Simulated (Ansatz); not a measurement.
Program: Ansatz. Geometries: PBE0-D4/def2-TZVP. ΔE: electronic, gas phase. CCSD(T)/CBS adds triple-zeta CCSD(T) − MP2 to the extrapolated MP2 energy (def2 sets, frozen cores). This one scheme is used for every species. Functionals use def2-TZVPP. For Ge outer-core shells are correlated without core-valence functions, which leaves a few kJ/mol of doubt a bond. Scalar relativity is left out up to krypton. Each species was taken in one conformer, which may not be the lowest.

`N=C1C[CH]1[GeH3]` + H–F → `N=C1CC1F` + GeH₄  (substitution at a C–Ge bond)

`N=C1C[CH]1[GeH3]`:

Z-matrix (Å, degrees):
```
C
C 1 1.451
C 1 1.554 2 58.0
H 1 1.085 2 118.4 3 106.3
H 1 1.086 2 119.0 3 -106.5
N 2 1.253 1 144.5 3 -179.6
Ge 3 1.946 1 119.5 2 -109.4
H 3 1.087 1 115.8 2 106.3
H 6 1.022 2 110.5 1 179.4
H 7 1.538 3 109.9 1 -87.6
H 7 1.537 3 107.9 1 31.9
H 7 1.538 3 110.4 1 151.8
```

H–F:

```xyz
2

F     0.038   -0.009    0.458
H    -0.038    0.009   -0.458
```

`N=C1CC1F`:

```xyz
9

N     1.116   -1.546   -0.158
C     0.447   -0.495   -0.040
C     0.057    0.576    0.877
C    -0.553    0.462   -0.517
F    -1.853    0.078   -0.637
H     0.929   -1.988   -1.060
H     0.708    1.422    1.076
H    -0.571    0.275    1.711
H    -0.280    1.215   -1.252
```

GeH₄:

```xyz
5

Ge    0.000    0.000    0.000
H    -0.994   -1.159   -0.145
H     0.281    0.249    1.487
H    -0.597    1.267   -0.627
H     1.310   -0.357   -0.715
```

CCSD(T)/CBS gives +24.0 kcal/mol.

(1) Another level gave +19.0 kcal/mol. Which?
A. HF/def2-TZVPP
B. MP2/def2-TZVPP
C. PBE0/def2-TZVPP
D. CCSD(T)/def2-TZVPP

Largest T1 diagnostic among the species: 0.012.

## Answers

(1) C. PBE0 19.0, HF/def2-TZVPP 16.2, CCSD(T)/def2-TZVPP 22.7, MP2/def2-TZVPP 26.8 kcal/mol.

The D4 term adds +2.5 kcal/mol with B3LYP and +1.4 kcal/mol with PBE0; it sums over pairs of atoms, weighted by their polarisabilities, and B3LYP, whose exchange is more repulsive, gets the larger term. In def2-TZVPP, CCSD(T) changes the Hartree–Fock value by +6.5 kcal/mol (the triples alone add +0.7 kcal/mol) and MP2 by +10.7 kcal/mol. From PBE to PBE0 (25 % exact exchange), in def2-TZVPP and without D4, ΔE moves by +1.5 kcal/mol.

B3LYP here is the variant with VWN-RPA as its local correlation; programs differ in this.
